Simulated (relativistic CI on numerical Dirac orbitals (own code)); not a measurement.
# Calculated levels, F VI

These numbers are calculated, not measured: Dirac-Coulomb-Breit CI, orbitals from a KLI potential per configuration, QED by a radiative potential, valence Slater integrals scaled by 0.85, P86 correlation estimate, and configurations built on the next ion tied to the tabulated ionisation energy (semi-empirical) (own radial code, finite nucleus).

Configuration list (outside the closed core 1s2): 2s2, 2s 3s, 2s 3p, 2s 2p, 2s 3d, 2s 4s, 2p2, 2p 3s, 2p 3p, 2s 4p, 2s 4d, 2s 4f, 3s2, 3s 3p, 3p2. Levels of other configurations are missing.

```tsv
No.	Configuration	Term	J	E (cm⁻¹)	%	Lifetime (s)	jj configuration (%)
1	2s2	1S	0	0	95		closed (95)
2	2s 2p	3P°	0	99803	100		2s 2p1/2 (100)
3	2s 2p	3P°	1	100060	100	1.06e-04	2s 2p1/2 (67)
4	2s 2p	3P°	2	100630	100	2.23e+01	2s 2p3/2 (100)
5	2s 2p	1P°	1	185814	100	2.83e-10	2s 2p3/2 (67)
6	2p2‡	3P	0	253658	100	3.64e-10	2p1/2^2 (68)
7	2p2‡	3P	1	253948	100	3.63e-10	2p1/2 2p3/2 (100)
8	2p2‡	3P	2	254443	100	3.62e-10	2p3/2^2 (65)
9	2p2‡	1D	2	277722	99	1.85e-09	2p1/2 2p3/2 (65)
10	2p2‡	1S	0	336018	95	1.95e-10	2p3/2^2 (64)
11	2s 3s	3S	1	747797	98	2.16e-11	2s 3s (98)
12	2s 3s	1S	0	762830	97	4.62e-11	2s 3s (97)
13	2s 3p	1P°	1	791660	90	1.53e-11	2s 3p1/2 (47)
14	2s 3p	3P°	0	792141	99	5.14e-09	2s 3p1/2 (99)
15	2s 3p	3P°	1	792223	97	4.85e-10	2s 3p1/2 (50)
16	2s 3p	3P°	2	792353	99	5.07e-09	2s 3p3/2 (99)
17	2s 3d	3D	1	812968	99	6.62e-12	2s 3d3/2 (99)
18	2s 3d	3D	2	812987	99	6.63e-12	2s 3d3/2 (59)
19	2s 3d	3D	3	813023	99	6.64e-12	2s 3d5/2 (99)
20	2s 3d	1D	2	827838	98	9.09e-12	2s 3d5/2 (59)
21	2p 3s‡	3P°	0	871415	99	5.77e-11	2p1/2 3s (99)
22	2p 3s‡	3P°	1	871710	99	5.76e-11	2p1/2 3s (69)
23	2p 3s‡	3P°	2	872349	99	5.77e-11	2p3/2 3s (99)
24	2p 3s‡	1P°	1	885713	91	3.35e-11	2p3/2 3s (64)
25	2p 3p‡	1P	1	896776	99	3.21e-11	2p3/2 3p3/2 (50)
26	2p 3p‡	3D	1	901386	98	5.88e-11	2p1/2 3p1/2 (66)
27	2p 3p‡	3D	2	901737	99	5.90e-11	2p1/2 3p3/2 (51)
28	2p 3p‡	3D	3	902324	99	5.89e-11	2p3/2 3p3/2 (99)
29	2p 3p‡	3S	1	908876	97	4.11e-11	2p3/2 3p3/2 (39)
30	2p 3p‡	3P	0	913825	100	2.38e-11	2p1/2 3p1/2 (68)
```

Energies count from the lowest computed level; ° marks odd parity; lifetimes are radiative, by E1, M1, E2, M2, E3 decay to levels of this space only; some are left blank where a channel outside the calculation adds to the decay or the decay crosses a small, uncertain gap. Filled j subshells are mostly left out of the jj labels. ‡ marks configurations that were not tied to measured data.

The mean weight of the leading LS term, summed over parents, in these 30 levels is 98 %, and that of the leading jj configuration (from the same eigenvectors) 77 %, so LS coupling describes them better.

Configurations that consist of the next ion and one excited electron were tied to the tabulated ionisation energy; Rydberg ones are usually within 1,000 to 3,000 cm⁻¹ and the lowest ones within about 6,000 (9,000 in d shells), while levels on excited terms of the next ion carry the error of that term, and the other configurations can be misplaced by 10,000 cm⁻¹ or more. Rates follow the energies as ν³ (E1, M1) or ν⁵ (E2), so rates, branching and lifetimes can be off by large factors. 25 of the 33 excited levels that our extract of the measured tables holds in this range could be paired (the sources list more); they are missed by 1806 cm⁻¹ on average and 6589 at most, and levels without a partner can miss by more.
